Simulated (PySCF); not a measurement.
Estimate the missing entries of this data sheet.

Species: C5H3F3NP.
InChI=1S/C5H3F3NP/c6-5(7,8)4-9-2-1-3-10-4/h1-3H

Conformer (atom-mapped SMILES and torsion angles): `[F:1][C:2]([F:3])([F:4])[c:5]1[n:6][cH:7][cH:8][cH:9][p:10]1`: F1–C2–C5–N6 -127°.

| property | level | value |
| --- | --- | --- |
| rotational constants A, B, C of the GFN2-xTB geometry | GFN2-xTB | 2.246, 0.906, 0.727 GHz |
| dipole moment | CAM-B3LYP/def2-SVPD | 4.75 D |
| HOMO energy | CAM-B3LYP/def2-SVPD | -9.16 eV |
| LUMO energy | CAM-B3LYP/def2-SVPD | ? |
| lowest singlet excitation | TDDFT CAM-B3LYP/def2-SVPD | 4.05 eV (306 nm, f = 0.004) |
| lowest triplet excitation (Tamm–Dancoff) | TDA CAM-B3LYP/def2-SVPD | 3.11 eV |
| static isotropic polarisability | CAM-B3LYP/def2-SVPD | 88.3 au |
| electronic spatial extent ⟨r²⟩ about the centre of nuclear charge | CAM-B3LYP/def2-SVPD | ? |
| 13C chemical shifts (computed TMS as zero) by class | GIAO PBE0/pcSseg-1 | 193.2 (1 C), 176.9 (1 C), 150.4 (1 C), 132.6 (1 C), 130.0 (1 C) ppm |
| 1H chemical shifts (computed TMS as zero) by class | GIAO PBE0/pcSseg-1 | ? |
| isotropic shieldings of nuclei other than C and H, by class | GIAO PBE0/pcSseg-1 | ? |

Gas-phase values; electronic properties from PySCF, density fitting. Geometry: GFN2-xTB; no solvent or vibrations. GFN2-xTB frequencies show an imaginary mode (22i cm⁻¹), so this geometry is no minimum at that level. NMR classes are plain means over equivalent atoms (diastereotopic ones count apart unless rotation or inversion swaps them), as if these changed places fast; in this geometry the members of some classes differ.

Task: Give the 1H chemical shifts (computed TMS as zero) by class.

Result: 9.91 (1 H), 9.21 (1 H), 7.83 (1 H) ppm.

Task: Give the isotropic shieldings of nuclei other than C and H, by class.

Result: -101 (1 N), 244 (3 F), 85 (1 P) ppm.

Task: Give the LUMO energy.

Result: -1.41 eV.

Task: The electronic spatial extent ⟨r²⟩ about the centre of nuclear charge?

Result: 1491 bohr².

In wavenumbers S1 is 32700 cm⁻¹ (1 eV = 8065.54 cm⁻¹). The vertical singlet–triplet gap S1 − T1 is 0.94 eV (TDDFT singlet less Tamm–Dancoff triplet). No computed singlet falls in the visible range (750 to 380 nm, 1.65 to 3.26 eV); S1 lies 0.79 eV above its blue end. With B = h/(8π²I), that is 505.379 GHz u Å² over I, the principal moments of inertia are 225.0, 557.8 and 695.2 u Å² (most abundant isotopes); the inertial defect Ic − Ia − Ib is -87.6 u Å² (zero for a rigid planar frame, negative otherwise).

For the TDDFT job (CAM-B3LYP/def2-SVPD), hardware: one thread of an Arm Neoverse V2, no GPU, shared host with 96 logical CPUs at a one-minute load of 46. Cost: 66 s, 1.1 GiB resident at most.
